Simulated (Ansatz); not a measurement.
Born–Oppenheimer molecular dynamics of a periodic cell of 13 atoms, Tl₁₂O (host Tl, host structure hcp, interstitial O). It goes on from the last frame of an earlier run, with new velocities.

All numbers below come from Ansatz, DFT PBE, scalar-relativistic, plane waves, PAW. Settings: accuracy low, cutoff 420 eV, k mesh 2x1x2, fermi-dirac smearing 0.15 eV, no spin polarisation.

```
ensemble                      : NVE (velocity Verlet)
time step                     : 4 fs
steps asked                   : 150
starting velocities drawn for : 1680 K
seed                          : 934419
```

First frame:

```xyz
13
Lattice="6.9200 0.0000 0.0000 -5.1900 8.9893 0.0000 0.0000 0.0000 5.5325" Properties=species:S:1:pos:R:3
Tl -0.295 -0.028 0.281
Tl -0.236 1.931 2.795
Tl -1.311 2.919 0.309
Tl -1.418 5.227 2.932
Tl -3.690 6.407 -0.055
Tl -3.223 8.722 2.815
Tl 3.603 -0.202 0.006
Tl 3.311 2.439 2.602
Tl 1.758 2.666 -0.546
Tl 1.405 4.602 2.684
Tl -0.168 5.715 -0.061
Tl 0.293 7.543 2.822
O 4.727 1.211 3.935
```

What does the run give?

The run went to its last step.

```
steps done                                               : 150
time covered                                             : 600 fs
mean temperature over the second half                    : 1685 K
spread of the potential energy over the second half      : 28.0 meV per atom
mean potential energy of the second half above the start : -0.6 meV per atom
```

The conserved energy stayed within 0.43 meV per atom of its start (net change -0.25 meV per atom), so the integration is sound. A run of 0.6 ps of so small a system gives no equilibrium averages. Limits of this set-up: coarse k mesh, low accuracy level.

What happens to the structure?

Mean squared displacements from the first frame to the last, about the centre of mass: Tl 0.72 Å², O 4.21 Å². Another seed would give other details.

How do temperature and energy run in time?


```
time (fs)  T (K)  potential energy less start (eV)  conserved less start (meV/atom)
      0.0   1680                             0.000                             0.00
     48.0   1927                            -0.384                            -0.03
     96.0   1706                            -0.041                             0.02
    144.0   1249                             0.664                            -0.36
    192.0   1397                             0.439                             0.00
    240.0   1875                            -0.304                            -0.14
    288.0   1749                            -0.108                            -0.07
    336.0   1407                             0.423                             0.00
    384.0   1407                             0.423                             0.06
    432.0   1963                            -0.440                            -0.07
    480.0   2024                            -0.535                            -0.10
    528.0   1596                             0.130                            -0.01
    576.0   1655                             0.038                            -0.07
```

The run took 17 min on 1 thread of Arm Neoverse V1 (shared host), peak memory 0.66 GiB.
